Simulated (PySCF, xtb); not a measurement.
CH7FN2Si, SMILES N[Si](N)(F)C.

GFN2-xTB (xtb) at its own geometry gives an orbital gap of 6.81 eV and a dipole moment of 3.42 D.

Geometry: PBE-D3(BJ)/def2-SVP. This is a generated structure with no PubChem entry under its InChIKey; it may be hypothetical. Other conformers were not sampled.

### Question
What does PBE/def2-TZVP in PySCF give? (An estimate is asked for; the answer gives what the named calculation found.)

### Answer
gap 5.91 eV (levels -6.00 and -0.09 eV), dipole 1.83 D.
